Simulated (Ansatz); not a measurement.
Consider the substitution at a C–C bond: `COCCOCCOC` + H₂Se → `COC[SeH]` + `COCCOC`.

Gas-phase electronic energies from Ansatz, PBE0-D4/def2-TZVP geometries. CCSD(T)/CBS is the MP2 limit (def2-TZVPP, def2-QZVPP) plus CCSD(T) − MP2 in def2-TZVPP, frozen cores. Functionals use def2-TZVPP. For Se outer-core shells are correlated without core-valence functions, which leaves a few kJ/mol of doubt a bond. Scalar relativity is left out up to krypton. One conformer a species, not always the lowest.

`COCCOCCOC`:

Z-matrix (Å, degrees):
```
C
O 1 1.403
H 1 1.100 2 111.4
H 1 1.096 2 112.1 3 122.3
H 1 1.090 2 107.1 3 -118.7
C 2 1.401 1 114.1 3 -52.6
C 6 1.522 2 114.8 1 -61.2
H 6 1.103 2 111.0 1 60.9
H 6 1.092 2 105.6 1 176.8
O 7 1.401 6 114.6 2 -47.1
H 7 1.102 6 107.5 2 -171.0
H 7 1.093 6 110.7 2 72.1
C 10 1.405 7 114.6 6 -60.2
C 13 1.516 10 107.3 7 -170.5
H 13 1.100 10 110.9 7 -51.0
H 13 1.097 10 110.9 7 69.0
O 14 1.405 13 112.1 10 -178.2
H 14 1.099 13 109.2 10 -54.6
H 14 1.093 13 109.3 10 63.1
C 17 1.403 14 113.8 13 83.4
H 20 1.090 17 107.2 14 178.0
H 20 1.099 17 111.2 14 59.1
H 20 1.097 17 112.6 14 -62.8
```

H₂Se:

```xyz
3

Se   -0.229    0.586    0.269
H    -0.556   -0.189   -0.933
H     0.785   -0.397    0.664
```

`COC[SeH]`:

```xyz
10

C     0.835   -0.356    0.983
O    -0.553   -0.482    0.803
C    -0.980   -0.215   -0.482
Se   -0.890    1.683   -1.041
H     1.158    0.681    0.835
H     1.054   -0.658    2.006
H     1.385   -1.006    0.288
H    -0.427   -0.788   -1.234
H    -2.038   -0.464   -0.534
H     0.456    1.606   -1.623
```

`COCCOC`:

Cartesian coordinates in Å:
```
C 0.007 0.953 -2.055
O -0.487 1.649 -0.937
C -1.186 0.855 -0.016
C -0.308 0.122 0.970
O 0.328 -0.965 0.349
C 1.176 -1.657 1.222
H 0.790 0.238 -1.784
H -0.798 0.407 -2.567
H 0.415 1.699 -2.739
H -1.829 1.536 0.550
H -1.831 0.131 -0.535
H -0.933 -0.233 1.807
H 0.437 0.819 1.383
H 0.623 -2.064 2.081
H 1.977 -1.009 1.604
H 1.622 -2.482 0.667
```

```csv
level,ΔE (kJ/mol)
PBE0-D4,0.4
ωB97M-V,5.9
PBE0,-1.8
MP2/def2-TZVPP,0.5
```

Task: What does CCSD(T)/CBS give? (Estimate.)

Result: Ansatz gave: +4.1 kJ/mol. The listed levels differ from it by -3.7, 1.8, -5.9, -3.6 kJ/mol.

Largest T1 diagnostic among the species: 0.011.

In def2-TZVPP, CCSD(T) changes the Hartree–Fock value by −4.2 kJ/mol (the triples alone add −2.1 kJ/mol) and MP2 by −9.1 kJ/mol. From PBE to PBE0 (25 % exact exchange), in def2-TZVPP and without D4, ΔE moves by +7.4 kJ/mol.
